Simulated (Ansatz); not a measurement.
Z-matrix (Å, degrees):
```
N
C 1 1.355
H 1 1.002 2 120.5
H 1 1.005 2 122.9 3 -179.6
Al 2 1.964 1 120.2 3 -0.2
C 2 1.368 1 125.2 3 179.8
H 5 1.589 2 117.4 1 0.3
H 5 1.578 2 118.5 1 -179.7
C 6 1.444 2 126.1 1 -0.1
H 6 1.086 2 118.6 1 179.9
O 9 1.212 6 124.9 2 -180.0
H 9 1.114 6 116.3 2 0.0
```

Charge 0, multiplicity 1.

Q: List the ωB97M-V/def2-TZVPP orbital energies in eV (the Gaussian-basis code of Ansatz). (An estimate is asked.)

A: Ansatz gave: Occupied: -1532.49, -525.40, -395.60, -283.46, -282.77, -281.23, -117.11, -76.79, -76.58, -76.56, -31.46, -28.97, -24.16, -20.49, -18.53, -18.07, -16.49, -14.89, -14.15, -13.78, -13.57, -12.74, -11.35, -11.20, -9.30, -8.71. Lowest empty: -0.57, 1.38, 1.67, 2.19, 2.43, 3.37, 3.99, 4.09.
